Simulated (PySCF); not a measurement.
# Computed records: FH2NOSi, C3H7B, B2FH3N, H4O3Si and others

Calculation on a computer-drawn molecule: optimised geometry and harmonic frequencies of an isolated molecule of the commonest isotopes, restricted reference for singlets and unrestricted otherwise, frozen core in MP2. Program: PySCF 2.14.0.

```yaml
- entry: 1
  formula: FH2NOSi
  start_structure:
    atoms_angstrom:
      - ["N", -2.6968, -0.4797, 3.7654]
      - [Si, -1.8226, -1.3787, 2.8503]
      - [O, -1.63, -2.1488, 1.4317]
      - [F, -0.4223, -1.8623, 3.4224]
      - [H, -3.6227, -0.164, 3.4672]
      - [H, -2.2967, -2.0565, 0.6996]
  given:
    charge: 0
    multiplicity: 1
    method: HF
    basis: "cc-pV(D+d)Z"
    drawn_bonds_atom: [1, 2, 2, 1, 3]
    drawn_bonds_other_atom: [2, 3, 4, 5, 6]
    drawn_bonds_order: [2, 1, 1, 1, 1]
  results:
    optimised_atom_element: ["N", Si, O, F, H, H]
    "optimised_atom_x [angstrom]": [-2.722, -1.72, -1.676, -0.3476, -3.614, -2.412]
    "optimised_atom_y [angstrom]": [-0.5424, -1.424, -2.101, -1.865, -0.1896, -1.969]
    "optimised_atom_z [angstrom]": [3.647, 2.867, 1.406, 3.516, 3.373, 0.8262]
    "modes_frequency [cm^-1]": [334.2, 367.9, 373.2, 434.2, 505.9, 570.6, 857.9, 873.1, 1036, 1348, 3904, 4165]
    "modes_reduced_mass [dalton]": [3.155, 4.734, 9.619, 1.339, 1.385, 1.122, 8.66, 1.427, 5.71, 8.03, 1.082, 1.067]
    "rotational_constants [GHz]": [8.483, 7.078, 3.859]
    "total_energy [hartree]": -518.9312
    "convergence_status_largest_gradient_component [hartree/bohr]": 1.951e-05
- entry: 2
  formula: C3H7B
  start_structure:
    atoms_angstrom:
      - [B, -1.3586, 2.613, -1.0634]
      - [C, -0.4162, 1.8417, -0.4393]
      - [C, 1.0506, 2.188, -0.2304]
      - [C, -0.7105, 0.4249, 0.1025]
      - [H, -2.1238, 3.3253, -1.5239]
      - [H, 1.2912, 3.1446, -0.6644]
      - [H, 1.6613, 1.4103, -0.7669]
      - [H, 1.3618, 2.1598, 0.7505]
      - [H, -0.4773, 0.4485, 1.2511]
      - [H, -0.162, -0.3231, -0.3435]
      - [H, -1.789, 0.1834, 0.0909]
  given:
    charge: 0
    multiplicity: 1
    method: HF
    basis: cc-pVDZ
    drawn_bonds_atom: [1, 2, 2, 1, 3, 3, 3, 4, 4, 4]
    drawn_bonds_other_atom: [2, 3, 4, 5, 6, 7, 8, 9, 10, 11]
    drawn_bonds_order: [2, 1, 1, 1, 1, 1, 1, 1, 1, 1]
  results:
    optimised_atom_element: [B, C, C, C, H, H, H, H, H, H, H]
    "optimised_atom_x [angstrom]": [-1.325, -0.3865, 1.07, -0.7543, -2.121, 1.279, 1.715, 1.372, -0.5241, -0.1823, -1.814]
    "optimised_atom_y [angstrom]": [2.615, 1.79, 2.186, 0.4364, 3.314, 3.168, 1.46, 2.212, 0.3921, -0.359, 0.2023]
    "optimised_atom_z [angstrom]": [-1.012, -0.4089, -0.2801, 0.1626, -1.524, -0.7085, -0.7861, 0.772, 1.232, -0.3267, 0.04302]
    "modes_frequency [cm^-1]": [222.4, 227.6, 256.4, 361.4, 414.6, 666.3, 844.3, 856.1, 1049, 1052, 1153, 1178, 1253, 1508, 1525, 1569, 1574, 1584, 1586, 1700, 2930, 3150, 3153, 3207, 3208, 3239, 3240]
    "modes_reduced_mass [dalton]": [2.192, 1.027, 1.074, 2.231, 2.208, 1.363, 3.82, 1.532, 1.209, 1.35, 1.49, 1.538, 3.772, 1.243, 1.215, 1.045, 1.235, 1.042, 1.052, 3.09, 1.135, 1.037, 1.037, 1.103, 1.102, 1.101, 1.101]
    "rotational_constants [GHz]": [9.361, 8.516, 4.72]
    "total_energy [hartree]": -142.3004
    "convergence_status_largest_gradient_component [hartree/bohr]": 1.792e-05
- entry: 3
  formula: B2FH3N
  start_structure:
    atoms_angstrom:
      - [B, -0.1399, 1.7653, 0.6602]
      - ["N", -0.7921, 0.7122, 1.2894]
      - [B, -0.9385, -0.6385, 0.7334]
      - [F, -0.2966, -0.9647, -0.3888]
      - [H, 0.5501, 1.6658, -0.3012]
      - [H, -1.363, 0.9231, 2.1051]
      - [H, -1.5186, -1.4729, 1.3312]
  given:
    charge: 0
    multiplicity: 2
    method: HF
    basis: cc-pVDZ
    drawn_bonds_atom: [1, 2, 3, 1, 2, 3]
    drawn_bonds_other_atom: [2, 3, 4, 5, 6, 7]
    drawn_bonds_order: [1, 1, 1, 1, 1, 1]
  results:
    optimised_atom_element: [B, "N", B, F, H, H, H]
    "optimised_atom_x [angstrom]": [-0.1109, -0.8243, -0.9199, -0.2864, 0.5345, -1.329, -1.562]
    "optimised_atom_y [angstrom]": [1.777, 0.6988, -0.6342, -0.9804, 1.711, 0.881, -1.463]
    "optimised_atom_z [angstrom]": [0.6813, 1.245, 0.7584, -0.3582, -0.3213, 2.091, 1.333]
    "modes_frequency [cm^-1]": [230.6, 255.9, 473.9, 614.4, 870.9, 997.3, 1014, 1033, 1166, 1272, 1455, 1546, 2752, 2766, 3813]
    "modes_reduced_mass [dalton]": [2.169, 4.484, 1.477, 3.726, 1.108, 2.017, 1.59, 1.885, 1.581, 1.895, 4.211, 2.114, 1.097, 1.097, 1.075]
    "rotational_constants [GHz]": [20.19, 6.292, 4.797]
    "total_energy [hartree]": -205.0837
    spin_squared: 0.7537
    "convergence_status_largest_gradient_component [hartree/bohr]": 2.071e-05
- entry: 4
  formula: H4O3Si
  start_structure:
    atoms_angstrom:
      - [O, -1.7074, -0.4791, -2.1573]
      - [Si, -0.798, -0.0251, -1.0108]
      - [O, -1.6556, 0.7237, 0.0667]
      - [O, 0.3665, 1.0255, -1.5465]
      - [H, -1.3675, -0.941, -3.0479]
      - [H, -0.135, -1.1259, -0.3283]
      - [H, -2.1657, 1.5598, -0.1798]
      - [H, 1.0351, 0.8225, -2.138]
  given:
    charge: 0
    multiplicity: 1
    method: HF
    basis: "cc-pV(D+d)Z"
    drawn_bonds_atom: [1, 2, 2, 1, 2, 3, 4]
    drawn_bonds_other_atom: [2, 3, 4, 5, 6, 7, 8]
    drawn_bonds_order: [1, 1, 1, 1, 1, 1, 1]
  results:
    optimised_atom_element: [O, Si, O, O, H, H, H, H]
    "optimised_atom_x [angstrom]": [-1.838, -0.7406, -1.503, 0.3469, -1.564, -0.07052, -2.168, 1.109]
    "optimised_atom_y [angstrom]": [-0.6554, -0.07159, 0.8598, 0.7501, -0.7874, -1.116, 1.461, 1.12]
    "optimised_atom_z [angstrom]": [-2.134, -1.074, 0.02601, -1.988, -3.029, -0.2967, -0.2758, -1.569]
    "modes_frequency [cm^-1]": [185.3, 238.1, 253.8, 334.7, 386.0, 425.1, 812.8, 826.3, 863.4, 884.0, 905.6, 963.3, 1017, 1031, 2388, 4168, 4177, 4180]
    "modes_reduced_mass [dalton]": [1.394, 1.204, 1.217, 2.958, 2.278, 5.188, 1.268, 2.134, 1.478, 1.61, 2.004, 1.431, 2.146, 2.551, 1.041, 1.067, 1.067, 1.067]
    "rotational_constants [GHz]": [7.219, 6.632, 4.001]
    "total_energy [hartree]": -516.0178
    "convergence_status_largest_gradient_component [hartree/bohr]": 3.97e-05
- entry: 5
  formula: BH3NSi
  start_structure:
    atoms_angstrom:
      - [B, -0.416, -0.9538, 0.7803]
      - ["N", -1.5383, -1.2279, 1.3114]
      - [Si, -2.9591, -1.5752, 1.9854]
      - [H, 0.6156, -0.7017, 0.2919]
      - [H, -4.1908, -1.0539, 1.4065]
      - [H, -3.0191, -2.4123, 3.1769]
  given:
    charge: 1
    multiplicity: 1
    method: MP2
    basis: "cc-pV(D+d)Z"
    drawn_bonds_atom: [1, 2, 1, 3, 3]
    drawn_bonds_other_atom: [2, 3, 4, 5, 6]
    drawn_bonds_order: [1, 2, 1, 1, 1]
  results:
    optimised_atom_element: [B, "N", Si, H, H, H]
    "optimised_atom_x [angstrom]": [-0.3984, -1.538, -2.98, 0.6415, -4.208, -3.024]
    "optimised_atom_y [angstrom]": [-0.9495, -1.228, -1.58, -0.6954, -1.049, -2.422]
    "optimised_atom_z [angstrom]": [0.772, 1.311, 1.995, 0.2796, 1.402, 3.192]
    "modes_frequency [cm^-1]": [140.8, 164.6, 701.6, 745.7, 748.2, 768.5, 834.5, 991.6, 1801, 2376, 2425, 2928]
    "modes_reduced_mass [dalton]": [3.376, 3.978, 1.242, 1.205, 1.301, 1.306, 5.406, 1.124, 6.249, 1.027, 1.062, 1.164]
    "rotational_constants [GHz]": [154.5, 5.612, 5.415]
    "total_energy [hartree]": -369.8890
    "convergence_status_largest_gradient_component [hartree/bohr]": 1.294e-05
- entry: 6
  formula: BH3OSi
  start_structure:
    atoms_angstrom:
      - [B, -0.4071, -0.8695, -0.7392]
      - [Si, 1.3953, 0.0348, -0.9219]
      - [O, 2.4392, -0.3792, -1.9202]
      - [H, -0.5563, -1.7926, 0.0082]
      - [H, -1.3486, -0.4931, -1.3753]
      - [H, 1.5969, 1.1556, 0.0292]
  given:
    charge: 0
    multiplicity: 1
    method: MP2
    basis: "cc-pV(D+d)Z"
    drawn_bonds_atom: [1, 2, 1, 1, 2]
    drawn_bonds_other_atom: [2, 3, 4, 5, 6]
    drawn_bonds_order: [1, 2, 1, 1, 1]
  results:
    optimised_atom_element: [B, Si, O, H, H, H]
    "optimised_atom_x [angstrom]": [-0.4089, 1.39, 2.459, -0.5598, -1.356, 1.595]
    "optimised_atom_y [angstrom]": [-0.8637, 0.04222, -0.3947, -1.802, -0.4958, 1.17]
    "optimised_atom_z [angstrom]": [-0.7327, -0.9118, -1.945, 0.007709, -1.38, 0.04257]
    "modes_frequency [cm^-1]": [125.8, 189.7, 421.2, 621.4, 681.9, 811.5, 948.1, 1143, 1200, 2234, 2643, 2734]
    "modes_reduced_mass [dalton]": [1.09, 4.333, 1.15, 3.562, 1.395, 1.281, 1.322, 7.237, 1.242, 1.043, 1.054, 1.125]
    "rotational_constants [GHz]": [31.31, 6.456, 5.608]
    "total_energy [hartree]": -390.5454
    "convergence_status_largest_gradient_component [hartree/bohr]": 3.23e-05
```
